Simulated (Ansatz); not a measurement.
```yaml
crystal:
  periodic: [false, false, false]
  atoms:
    - {symbol: Si, position_ang: [-3.821363, 2.473771, -0.594713]}
    - {symbol: Si, position_ang: [-1.303196, -3.068847, 2.654303]}
    - {symbol: Si, position_ang: [1.693374, -3.204113, -0.462019]}
    - {symbol: Si, position_ang: [-1.178855, 2.027956, -2.826772]}
    - {symbol: Si, position_ang: [1.502273, -0.490878, -3.049979]}
    - {symbol: Si, position_ang: [-1.032006, -0.697322, -0.319137]}
    - {symbol: Si, position_ang: [-1.012452, 2.030814, 2.112331]}
    - {symbol: Si, position_ang: [1.319380, -0.675106, 2.338177]}
    - {symbol: Si, position_ang: [1.735014, 1.967048, -0.146544]}
    - {symbol: Si, position_ang: [4.000651, -0.677318, -0.063610]}
    - {symbol: Si, position_ang: [-2.607446, -1.849053, 1.068243]}
    - {symbol: Si, position_ang: [-2.535673, 0.535935, -1.527175]}
    - {symbol: Si, position_ang: [-1.795531, 3.261789, 0.408889]}
    - {symbol: Si, position_ang: [0.244080, -1.817677, -1.667395]}
    - {symbol: Si, position_ang: [0.410386, -1.937559, 3.855762]}
    - {symbol: Si, position_ang: [3.208450, -1.962276, 1.104310]}
    - {symbol: Si, position_ang: [0.141808, 0.970460, -4.485780]}
    - {symbol: Si, position_ang: [0.007410, 3.226226, -1.317256]}
    - {symbol: Si, position_ang: [2.863435, 0.642370, -1.509028]}
    - {symbol: Si, position_ang: [0.481415, 0.638511, 1.181859]}
    - {symbol: H, position_ang: [-4.959552, 3.159540, -1.170337]}
    - {symbol: H, position_ang: [-4.717322, 1.859554, 0.841182]}
    - {symbol: H, position_ang: [-2.232922, -4.005121, 3.771299]}
    - {symbol: H, position_ang: [-0.813856, -4.415488, 2.174261]}
    - {symbol: H, position_ang: [2.715787, -3.747063, -1.303785]}
    - {symbol: H, position_ang: [1.185915, -4.299883, 0.539245]}
    - {symbol: H, position_ang: [-2.311964, 2.853846, -3.537112]}
    - {symbol: H, position_ang: [2.184975, -1.649123, -4.033195]}
    - {symbol: H, position_ang: [-2.098862, 1.836895, 3.190139]}
    - {symbol: H, position_ang: [-0.316005, 3.343159, 3.302666]}
    - {symbol: H, position_ang: [2.334631, 0.312606, 3.398782]}
    - {symbol: H, position_ang: [2.320507, 2.919150, 0.507530]}
    - {symbol: H, position_ang: [5.192410, -1.116865, -1.184912]}
    - {symbol: H, position_ang: [5.096079, 0.376170, 0.607150]}
    - {symbol: H, position_ang: [-3.349438, -2.513368, 0.443337]}
    - {symbol: H, position_ang: [-3.680751, -0.994311, 2.099398]}
    - {symbol: H, position_ang: [-3.549894, -0.048692, -2.399929]}
    - {symbol: H, position_ang: [-0.685317, -2.883760, -2.414205]}
    - {symbol: H, position_ang: [1.098656, -2.915726, 4.870872]}
    - {symbol: H, position_ang: [-0.509109, -0.644011, 4.907967]}
    - {symbol: H, position_ang: [3.910282, -2.864075, 1.781690]}
    - {symbol: H, position_ang: [-0.592339, -0.075793, -5.200922]}
    - {symbol: H, position_ang: [1.208175, 1.776658, -5.205503]}
    - {symbol: H, position_ang: [0.390388, 4.824760, -1.710053]}
    - {symbol: H, position_ang: [-1.981927, 4.661526, 0.482606]}
    - {symbol: H, position_ang: [3.573607, 1.766392, -2.672190]}
basis:
  gaussian: {orbitals: 6-31G}
hamiltonian: {xc: {name: r2SCAN50}}
output: {forces: true}
```

```sh
$ ansatz run in.yaml --threads 2 --pin off --events-out ev --progress --plain --max-ram 32768MiB --backend cuda --devices 0, --max-vram 18GiB
```

Shortened log:

```
Functional definition: r2SCAN50
3632 factors; integrals over basis functions are off by at most 1.8e-4 eV
mean field evaluation 1: about -157924.8410 eV, gradient 1.5e1 eV
mean field evaluation 2: about -157926.2159 eV, gradient 6.3e0 eV
mean field evaluation 4: about -157926.4005 eV, gradient 9.9e-1 eV
mean field evaluation 8: about -157927.5626 eV, gradient 3.6e-1 eV
mean field evaluation 16: about -157927.5633 eV, gradient 3.0e-4 eV
mean field -157927.56326019 eV, -5803.7309026648 hartree, gradient 3.4e-5 eV, S^2 0.000000; 0 other end points of the search recorded, 0 dependent functions left out
reference -157927.56327651 eV, -5803.7309032645 hartree; 153, 153 occupied and 159, 159 virtual orbitals, 3632 factors
Total energy: -157927.56327651 eV, -5803.7309032645 hartree
Atom 0 force     0.381343    -2.945508     3.734230 eV/Å
Atom 1 force    -1.636946    -2.538807     2.006156 eV/Å
Atom 2 force     0.334565    -0.079649     2.619368 eV/Å
Atom 3 force    -1.311183    -0.247938    -2.041977 eV/Å
Atom 4 force     0.297913    -0.842512    -1.893950 eV/Å
Atom 5 force    -1.603901     1.653661     2.960460 eV/Å
Atom 6 force    -0.513574     3.106855     4.541273 eV/Å
Atom 7 force     9.142098    -4.014739     5.602681 eV/Å
Atom 8 force    -3.881637    -1.549352    -3.279279 eV/Å
Atom 9 force     9.540672     7.651950    -7.000358 eV/Å
Atom 10 force     6.511380     7.198492     8.436184 eV/Å
Atom 11 force    -0.677435     2.486598    -0.782222 eV/Å
Atom 12 force    -0.217181     0.381521    -2.377418 eV/Å
Atom 13 force    -0.279204    -3.294032    -1.692725 eV/Å
Atom 14 force    -3.364827    -0.060906     3.522328 eV/Å
Atom 15 force    -9.144938    -3.879835     3.535109 eV/Å
Atom 16 force     1.118611    -0.268424     1.473391 eV/Å
Atom 17 force     0.132408     2.076193     1.273615 eV/Å
Atom 18 force     1.179739     1.481047    -3.452618 eV/Å
Atom 19 force    -5.184457     3.984772    -5.505669 eV/Å
Atom 20 force    -0.154574     0.562949    -0.942872 eV/Å
Atom 21 force     1.451970     0.756110    -2.049232 eV/Å
Atom 22 force     0.849344     1.841558    -1.226519 eV/Å
Atom 23 force     0.477047     0.484462    -0.600969 eV/Å
Atom 24 force     0.630968    -0.713848    -1.030260 eV/Å
Atom 25 force     0.019885     0.735931    -1.073009 eV/Å
Atom 26 force     0.903879    -0.241390     0.478150 eV/Å
Atom 27 force    -0.441795     1.563729     1.323819 eV/Å
Atom 28 force     0.434993    -0.771331    -0.870927 eV/Å
Atom 29 force    -0.495237    -1.964618    -2.098817 eV/Å
Atom 30 force    -1.286313    -1.213862    -1.540928 eV/Å
Atom 31 force     2.895079     3.747731     2.904741 eV/Å
Atom 32 force    -1.537682    -0.155331     1.445501 eV/Å
Atom 33 force    -1.520123    -0.995208    -0.429962 eV/Å
Atom 34 force    -7.244549    -6.917200    -6.480101 eV/Å
Atom 35 force     1.812791    -0.736892    -1.639706 eV/Å
Atom 36 force    -0.078285    -0.913898    -0.477310 eV/Å
Atom 37 force     0.785206     1.013040     0.453579 eV/Å
Atom 38 force    -0.213589     0.958907    -1.041070 eV/Å
Atom 39 force     1.465961    -2.176785    -1.654114 eV/Å
Atom 40 force     2.193127    -2.608471     2.304760 eV/Å
Atom 41 force    -0.246312    -0.057547    -0.665560 eV/Å
Atom 42 force    -0.626829    -0.205869    -0.051257 eV/Å
Atom 43 force    -0.419316    -2.264982     0.476968 eV/Å
Atom 44 force    -0.037456     1.748144     0.813664 eV/Å
Atom 45 force    -0.441636    -1.774716     1.992854 eV/Å
Dipole moment:     0.188172    -0.185381    -0.566583 e Å
```

Run time 10 s (2 threads of AMD EPYC 7R13 on a shared host and a share (18 GiB) of an NVIDIA H100 80GB HBM3), peak host memory 2 GiB.
